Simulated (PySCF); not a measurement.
C6H6, charge -1, doublet, at a GFN2-xTB geometry (a state made from the parent by changing its charge; the spin is typed, not shown lowest) (in this run its highest filled SCF level lies above zero, so its values depend strongly on the basis, on diffuse functions most of all). Base run: MP2/3-21G (PySCF).

PySCF was given this input:
```python
from pyscf import gto, scf, mp

mol = gto.Mole()
mol.atom = '''
    C    -0.792095    1.144029    0.042949
    C    -1.408159   -0.087049   -0.052194
    C    -0.579659   -1.283657   -0.097117
    C     0.792095   -1.144029   -0.042949
    C     1.408159    0.087049    0.052194
    C     0.579659    1.283657    0.097117
    H    -1.414754    2.043341    0.076710
    H    -2.490173   -0.178891   -0.093812
    H    -1.048452   -2.261179   -0.171985
    H     1.414754   -2.043341   -0.076710
    H     2.490173    0.178891    0.093812
    H     1.048452    2.261179    0.171985
'''
mol.basis = '3-21g'
mol.charge = -1
mol.spin = 1
mol.verbose = 4
mol.build()

mf = scf.UHF(mol)
mf.kernel()

pt = mp.MP2(mf, frozen=6)
pt.kernel()
print('E(MP2) = %.10f' % pt.e_tot)
```

The base run was repeated with changes; each row names its change, and settings that it needs were set with it.

```json
[
 {"change": "base", "basis functions": "66", "E (Eh)": "-229.81836", "MP2 correlation (Eh)": "-0.50726", "SCF-reference HOMO (eV)": "1.68", "core-seconds (rough)": "2"},
 {"change": "basis = STO-3G", "basis functions": "36", "E (Eh)": "-227.98473", "MP2 correlation (Eh)": "-0.30911", "SCF-reference HOMO (eV)": "4.42", "core-seconds (rough)": "0.9"},
 {"change": "basis = pcseg-0", "basis functions": "66", "E (Eh)": "-230.48945", "MP2 correlation (Eh)": "-0.51516", "SCF-reference HOMO (eV)": "1.40", "core-seconds (rough)": "2"},
 {"change": "basis = 6-31G", "basis functions": "66", "E (Eh)": "-231.02436", "MP2 correlation (Eh)": "-0.50620", "SCF-reference HOMO (eV)": "1.63", "core-seconds (rough)": "2"},
 {"change": "basis = def2-SV(P)", "basis functions": "96", "E (Eh)": "-231.16581", "MP2 correlation (Eh)": "-0.74016", "SCF-reference HOMO (eV)": "1.28", "core-seconds (rough)": "6"},
 {"change": "basis = 6-31G*", "basis functions": "96", "E (Eh)": "-231.34190", "MP2 correlation (Eh)": "-0.74547", "SCF-reference HOMO (eV)": "1.59", "core-seconds (rough)": "7"},
 {"change": "basis = pc-1", "basis functions": "114", "E (Eh)": "-231.34357", "MP2 correlation (Eh)": "-0.78693", "SCF-reference HOMO (eV)": "1.16", "core-seconds (rough)": "10"},
 {"change": "basis = pcseg-1", "basis functions": "114", "E (Eh)": "-231.34034", "MP2 correlation (Eh)": "-0.78752", "SCF-reference HOMO (eV)": "1.16", "core-seconds (rough)": "10"},
 {"change": "basis = def2-SVP", "basis functions": "114", "E (Eh)": "-231.22726", "MP2 correlation (Eh)": "-0.78386", "SCF-reference HOMO (eV)": "1.28", "core-seconds (rough)": "10"},
 {"change": "basis = cc-pVDZ", "basis functions": "114", "E (Eh)": "-231.41638", "MP2 correlation (Eh)": "-0.78971", "SCF-reference HOMO (eV)": "1.34", "core-seconds (rough)": "10"},
 {"change": "basis = 6-31G**", "basis functions": "114", "E (Eh)": "-231.39249", "MP2 correlation (Eh)": "-0.78428", "SCF-reference HOMO (eV)": "1.58", "core-seconds (rough)": "10"},
 {"change": "basis = 6-31+G*", "basis functions": "120", "E (Eh)": "-231.38732", "MP2 correlation (Eh)": "-0.76073", "SCF-reference HOMO (eV)": "1.14", "core-seconds (rough)": "20"},
 {"change": "basis = 6-311G**", "basis functions": "144", "E (Eh)": "-231.49230", "MP2 correlation (Eh)": "-0.83216", "SCF-reference HOMO (eV)": "1.27", "core-seconds (rough)": "30"}
]
```

Totals compare only among sets that treat the same electrons; sets with core potentials leave the core out.

Open shells are given as the SCF converged; they aren't shown to be the lowest states, and a large step between rows can be another state.
